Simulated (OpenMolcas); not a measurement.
# 3s² 3p³ along the 15-electron sequence

```json
{
 "Program": "OpenMolcas 26.06",
 "Method": "CASSCF",
 "Basis": "ANO-RCC-VQZP",
 "Scalar Hamiltonian": "DKH2, point nucleus",
 "Spin-orbit coupling": "state interaction with AMFI integrals over the reference wave functions, term energies averaged over their components"
}
```

Active space for each ion: 3 electrons in 3 orbitals (3p).

Computed levels in cm-1 above ⁴S°_3/2:

```json
{"Level": "²D°_3/2", "P": "15351", "S+": "19229", "Cl2+": "22761"}
{"Level": "²D°_5/2", "P": "15357", "S+": "19247", "Cl2+": "22804"}
{"Level": "²P°_1/2", "P": "25381", "S+": "31900", "Cl2+": "37843"}
{"Level": "²P°_3/2", "P": "25389", "S+": "31924", "Cl2+": "37899"}
{"Level": "weight of ⁴S° in the lowest level (%)", "P": "100", "S+": "100", "Cl2+": "100"}
```

Measured, with the error of the calculation in %. Measured levels: P, S+ from NIST Handbook of Basic Atomic Spectroscopic Data; Cl2+ from Moore, Atomic Energy Levels, vol. I, NSRDS-NBS 35 (1971 reprint of NBS Circular 467, 1949).

```json
{"Level": "²D°_3/2", "P": "11361 (+35.1)", "S+": "14853 (+29.5)", "Cl2+": "18053 (+26.1)"}
{"Level": "²D°_5/2", "P": "11377 (+35.0)", "S+": "14885 (+29.3)", "Cl2+": "18120 (+25.8)"}
{"Level": "²P°_1/2", "P": "18723 (+35.6)", "S+": "24525 (+30.1)", "Cl2+": "29812 (+26.9)"}
{"Level": "²P°_3/2", "P": "18748 (+35.4)", "S+": "24572 (+29.9)", "Cl2+": "29907 (+26.7)"}
```

²D°_3/2 changes by a factor of 1.48 over the same range, with steps per unit of Z of +3880, +3530 cm-1.

With the s shell closed, the reference lacks s² → p² mixing. Without dynamic correlation excited terms often stand tens of per cent too high (terms of higher spin than the ground term too low), and those without a measured partner can miss by more than the paired ones (holds for P; S+). Measured partners are found by configuration, term and J. A level has none where our copy of the source lacks it or the pairing is in doubt (some pairs that miss far off the trend of their configuration count as doubtful), and it then counts in no deviation. Levels of configurations outside the active space are missing.

° marks odd parity.
